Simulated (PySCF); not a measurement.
# RuH₄: breathing scan

Method: PBE0/[Ru def2-TZVP with ECP28, H def2-TZVP], scalar-relativistic core potentials, density fitting, no spin–orbit coupling, PySCF.

Rigid scan from the singlet minimum (Ru–H 1.530 Å (×4); H–Ru–H 67.4° (×4), H–Ru–H 103.3° (×2)). Coordinate: all bonds to the central atom scaled together. Energies in kJ/mol from the minimum.

Question: Predict the curve at 0.88, 0.92, 0.96, 1.00, 1.04, 1.08, 1.14, 1.22, 1.35.

Answer: 
```tsv
scale of all bonds to the centre	E (kJ/mol)	dipole size (D)
0.88	170.9	2.85
0.92	68.6	2.90
0.96	15.5	2.94
1.00	0.0	2.97
1.04	12.8	3.01
1.08	46.6	3.04
1.14	125.0	3.09
1.22	260.4	3.17
1.35	508.9	3.33
```

At long bonds a restricted determinant can lie too high, and another spin state can fall below this curve.

Other isomers or separated fragments may lie lower.

The scan took 12 s on 2 threads of a shared Intel Xeon Platinum 8259CL @ 2.50GHz (Skylake/Cascade Lake) host; the process peaked at 0.88 GiB. Launch command: `OMP_NUM_THREADS=2 python axn.py task.json out`.
